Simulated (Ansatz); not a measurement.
`[SiH3][Se]BCl` + `OC(O)=[Se]` → `OC(=[Se])O[SiH3]` + `ClB[SeH]`  (ligand exchange at the Si–Se bond)

Calculated with Ansatz (gas phase, PBE0-D4/def2-TZVP geometries, no zero-point term in ΔE). CCSD(T)/CBS is the MP2 limit (def2-TZVPP, def2-QZVPP) plus CCSD(T) − MP2 in def2-TZVPP, frozen cores. Functionals use def2-TZVPP. For Se outer-core shells are correlated without core-valence functions, which leaves a few kJ/mol of doubt a bond. Scalar relativity is left out up to krypton. One conformer a species, not always the lowest.

CCSD(T)/CBS gives -26.6 kJ/mol.

Task: Another level gave -15.0 kJ/mol. Which?
A. ωB97M-V/def2-TZVPP
B. PBE0/def2-TZVPP
C. r2SCAN-D4/def2-TZVPP
D. HF/def2-TZVPP

Result: B. PBE0 -15.0, r2SCAN-D4 -22.0, HF/def2-TZVPP -31.4, ωB97M-V -26.1 kJ/mol.

Largest T1 diagnostic among the species: 0.016.
